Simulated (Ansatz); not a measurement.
`[SiH3][GaH][O][SbH2]` + `[SiH3]S` → `[SiH3][S][GaH][SiH3]` + `[OH][SbH2]` at 600 K and 1 bar (ligand exchange at a Ga–O bond).

Gas-phase electronic energies from Ansatz, PBE0-D4/def2-TZVP geometries. CBS: MP2 limit from def2 TZ/QZ plus the TZ coupled-cluster correction, frozen cores. def2 core potentials past Kr. For Ga, Sb outer-core shells are correlated without core-valence functions, which leaves a few kJ/mol of doubt a bond. Scalar relativity is left out up to krypton. One conformer a species, not always the lowest.

| species | CCSD(T)/CBS energy (Eh) | H − E (kJ/mol) | S (J/(mol·K)) |
| --- | --- | --- | --- |
| `[SiH3][GaH][O][SbH2]` | -2531.82516 | 198.9 | 512.6 |
| `[SiH3]S` | -689.27336 | 126.3 | 326.2 |
| `[SiH3][S][GaH][SiH3]` | -2904.12965 | 229.1 | 524.0 |
| `[OH][SbH2]` | -316.98030 | 103.5 | 324.2 |

H − E and S are ideal-gas, rigid-rotor, harmonic terms from PBE0-D4/def2-TZVP, for one conformer and one mirror image of each species. 1 Eh = 2625.50 kJ/mol, R = 8.31446 J/(mol·K).

**Question.** By hand: ΔE, ΔH, ΔS and ΔG.

**Answer.** ΔE = (-2904.12965) + (-316.98030) − (-2531.82516) − (-689.27336) = -0.01143 Eh = -30.0 kJ/mol. Δ(H − E) = 229.1 + 103.5 − 198.9 − 126.3 = 7.4, so ΔH = -22.6 kJ/mol. ΔS = 524.0 + 324.2 − 512.6 − 326.2 = 9.4 J/(mol·K). ΔG = -22.6 − 600 × (9.4)/1000 = -28.2 kJ/mol.

**Question.** By hand: the equilibrium constant, and the temperature at which ΔG would vanish if ΔH and ΔS stayed fixed.

**Answer.** log₁₀ K = −ΔG/(RT ln 10) = 2.5. ΔH and −TΔS have one sign here, so there is no such temperature.

The number of gas molecules stays the same, so ΔS is small and ΔH decides. A doubt of 5 kJ/mol in ΔE shifts log₁₀ K by 0.4 here. Other conformers and mirror images would add mixing entropy, several J/(mol·K) or more a flexible species. Modes under 60 cm⁻¹, often nearly free rotors, make the harmonic entropy too high. These are equilibria of isolated gas molecules and say nothing of rates. Largest T1 diagnostic: 0.016 (customary marks: 0.02 for closed shells, 0.045 for open ones).

ΔS is within the doubt of such terms, so its sign, and with it that verdict, could turn.
